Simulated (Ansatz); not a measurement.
Coupled-cluster diagnostics for C6H12N2O (relaxed from a model of 1-ethyl-3-methylimidazolium hydroxide, whose bonding it doesn't keep), Ansatz.

Geometry of the singlet (PBE0-D4/def2-SVP):

Cartesian coordinates in Å:
```
C -2.4729 -0.6153 0.5898
C -1.5338 -1.2937 -0.4002
N -0.3415 -0.5448 -0.7203
C -0.3939 0.6849 -1.3880
C 0.6746 1.4211 -1.0392
N 1.4581 0.6907 -0.1371
C 2.2626 1.3292 0.8651
C 0.7233 -0.4904 0.2547
H -3.3603 -1.2392 0.7762
H -2.8128 0.3589 0.2057
H -1.9808 -0.4386 1.5587
H -1.2056 -2.2722 -0.0148
H -2.0675 -1.5026 -1.3426
H -1.1369 0.8734 -2.1609
H 1.0268 2.3635 -1.4543
H 2.9435 0.5889 1.3096
H 1.6615 1.7838 1.6808
H 2.8764 2.1195 0.4086
H 0.3391 -0.4032 1.3013
O 1.4963 -1.6462 0.3009
H 1.8436 -1.7676 -0.5940
```

Correlated methods freeze 9 core orbitals.

Q: Estimate the CCSD(T) correlation energy, the shares of MP2 and (T), T1 and the reference's ⟨S²⟩ for: charge 0, singlet, own geometry in def2-SVP; and the rough time on 4 threads of Intel Xeon Platinum 8259CL on a shared host.

A: 
```
                          state     basis  correlation (eV)  MP2 share (%)  (T) share (%)     T1  ⟨S²⟩ (pure)  wall time                  remarks
charge 0, singlet, own geometry  def2-SVP           -40.055           91.4            3.2  0.012  0.00 (0.00)    1.7 min  restricted SCF unstable
```
Customary marks for T1 are 0.02 (closed shells), 0.045 (open shells) and about 0.05 (3d metals). T1 stays under 0.02 throughout.
